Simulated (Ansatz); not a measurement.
Isolated molecules relaxed with PBE0-D4/def2-TZVP in Ansatz; ΔE leaves out vibrations. CCSD(T)/CBS adds triple-zeta CCSD(T) − MP2 to the extrapolated MP2 energy (def2 sets, frozen cores). This one scheme is used for every species. Functionals use def2-TZVPP. B3LYP here is the variant with VWN-RPA as its local correlation; programs differ in this. def2 core potentials past Kr. For Sn outer-core shells are correlated without core-valence functions, which leaves a few kJ/mol of doubt a bond. One conformer a species, not always the lowest.

Reaction (hydrogenolysis of the Sn–C bond): `[CH3][SnH]([F])[CH2]Cl` + H₂ → `[F][SnH2][CH2]Cl` + CH₄

`[CH3][SnH]([F])[CH2]Cl`:

Z-matrix (Å, degrees):
```
C
Sn 1 2.121
H 1 1.089 2 110.1
H 1 1.090 2 109.6 3 120.5
H 1 1.090 2 108.9 3 -119.9
F 2 1.936 1 105.6 3 73.6
C 2 2.149 1 112.3 3 -174.1
H 2 1.705 1 117.0 3 -42.7
Cl 7 1.786 2 107.8 1 61.4
H 7 1.088 2 111.5 1 -56.9
H 7 1.088 2 112.1 1 -179.9
```

H₂:

```xyz
2

H     0.018   -0.373   -0.004
H    -0.018    0.373    0.004
```

`[F][SnH2][CH2]Cl`:

Cartesian coordinates in Å:
```
F 0.297 1.668 -1.706
Sn 0.597 0.826 0.005
C -0.670 -0.905 -0.033
Cl -0.468 -1.766 1.515
H 2.249 0.422 0.028
H 0.105 1.967 1.164
H -0.393 -1.583 -0.838
H -1.717 -0.629 -0.135
```

CH₄:

Cartesian coordinates in Å:
```
C 0.000 0.000 0.000
H 0.236 -0.029 1.063
H -1.072 -0.137 -0.138
H 0.537 -0.797 -0.513
H 0.299 0.963 -0.412
```

```tsv
level	ΔE (kJ/mol)	difference from CCSD(T)/CBS
r2SCAN-D4	-32.3	-7.1
B3LYP-D4	-34.5	-9.3
B2PLYP	-36.3	-11.1
PBE	-35.8	-10.6
r2SCAN	-33.9	-8.7
HF/def2-TZVPP	-56.0	-30.8
MP2/def2-TZVPP	-22.8	2.4
SCS-MP2/def2-TZVPP	-29.4	-4.2
CCSD/def2-TZVPP	-34.9	-9.7
MP2/def2-QZVPP	-19.9	5.3
CCSD(T)/CBS	-25.2	0
```

Largest T1 diagnostic among the species: 0.012.

The D4 term adds +8.4 kJ/mol with B3LYP and +4.8 kJ/mol with PBE0; it sums over pairs of atoms, weighted by their polarisabilities, and B3LYP, whose exchange is more repulsive, gets the larger term. From PBE to PBE0 (25 % exact exchange), in def2-TZVPP and without D4, ΔE moves by −3.1 kJ/mol.
